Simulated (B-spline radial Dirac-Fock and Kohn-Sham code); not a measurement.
# Scattering functions of Pm

System: the free promethium atom, configuration [Xe] 4f5 5d2 (an excited configuration).

Input file task.json (cfg lists n, l and occupation; rrms is the nuclear radius in fm):

```json
{"items": [{
  "Z": 61,
  "q": 0,
  "cfg": [[1, 0, 2], [2, 0, 2], [2, 1, 6], [3, 0, 2], [3, 1, 6], [3, 2, 10], [4, 0, 2], [4, 1, 6], [4, 2, 10], [4, 3, 5], [5, 0, 2], [5, 1, 6], [5, 2, 2]],
  "A": 145,
  "rrms": 4.962,
  "do": ["scatter"],
  "s": [0.0, 0.05, 0.1, 0.15, 0.2, 0.25, 0.3, 0.35, 0.4, 0.45, 0.5, 0.6, 0.7, 0.8, 0.9, 1.0, 1.1, 1.2, 1.4, 1.6, 1.8, 2.0, 2.5, 3.0, 3.5, 4.0, 5.0, 6.0],
  "pz": [0, 0.1, 0.2, 0.3, 0.4, 0.5, 0.6, 0.8, 1.0, 1.2, 1.4, 1.6, 1.8, 2.0, 2.5, 3.0, 4.0, 5.0, 7.0, 10.0, 15.0, 20.0, 30.0, 40.0, 60.0, 100.0],
  "hv_scatter": [1000, 2000, 5000, 10000, 20000, 30000, 50000, 100000]
}]}
```

Run with: `python xray_run.py task.json out`

These are calculated numbers from a radial B-spline solver; the model is Dirac-Fock orbitals of the configuration average with a finite nucleus. f₀ is the Fourier transform of the spherical electron density, S the Waller-Hartree incoherent function, and s = sin θ/λ.

```
s (Å⁻¹)      f₀       S
      0  61.000   0.000
   0.05  59.575   1.840
    0.1  56.647   4.564
   0.15  53.261   7.264
    0.2  49.712   9.905
   0.25  46.255  12.383
    0.3  43.062  14.686
   0.35  40.196  16.799
    0.4  37.641  18.701
   0.45  35.350  20.402
    0.5  33.269  21.939
    0.6  29.595  24.686
    0.7  26.451  27.177
    0.8  23.798  29.491
    0.9  21.613  31.652
      1  19.849  33.665
    1.1  18.427  35.524
    1.2  17.260  37.214
    1.4  15.380  40.078
    1.6  13.758  42.341
    1.8  12.224  44.173
      2  10.773  45.717
    2.5   7.846  48.789
      3   6.107  51.106
    3.5   5.177  52.900
      4   4.592  54.315
      5   3.634  56.356
      6   2.780  57.664
```

f₀ starts at the number of electrons, 61, and has fallen to half at s ≈ 0.58 Å⁻¹. The sum of ⟨r²⟩ over the electrons is 89.53 bohr². It fixes the forward electron scattering factor, f_e(0) = (a₀/3)Σ⟨r²⟩ = 15.792 Å.
